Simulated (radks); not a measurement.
Values are calculated unless marked as measured or tabulated.
Charge is removed step by step from the 5p down level of W3+, starting from [Kr] 4d10 4f14 5s2 5p(up 3, down 3) 5d3. Level of theory: scalar-relativistic Kohn-Sham, PBE, spin-polarised, spherical densities, finite nucleus; open shells are filled with parallel spins first (spin-orbit coupling, left out, can overturn this in heavy ions); Fermi nuclear charge, rms radius 5.3658 fm (a radial shooting solver on a logarithmic mesh with Libxc functionals).

removed (e)  E - E(0) (eV)  eigenvalue (eV)  E minus straight line (eV)
0                    0.000          -70.650                       0.000
0.1                  7.132          -72.114                      -0.671
0.2                 14.412          -73.587                      -1.196
0.3                 21.839          -75.070                      -1.573
0.4                 29.414          -76.562                      -1.801
0.5                 37.139          -78.063                      -1.879
0.6                 45.015          -79.572                      -1.807
0.7                 53.042          -81.089                      -1.584
0.8                 61.221          -82.614                      -1.209
0.9                 69.552          -84.146                      -0.681
1                   78.037          -85.686                       0.000

Removing the whole electron costs 78.037 eV by Delta-SCF, against 70.650 eV from minus the eigenvalue at the starting occupation. Slater's transition state (half an electron removed) gives 78.063 eV. Integrating minus the eigenvalue over the occupation (Janak's theorem) gives 78.098 eV. In this scalar-relativistic scheme the density is built from large components alone, so the theorem holds only approximately. The mean slope of the eigenvalue, de/dn, is 15.0 eV per electron.
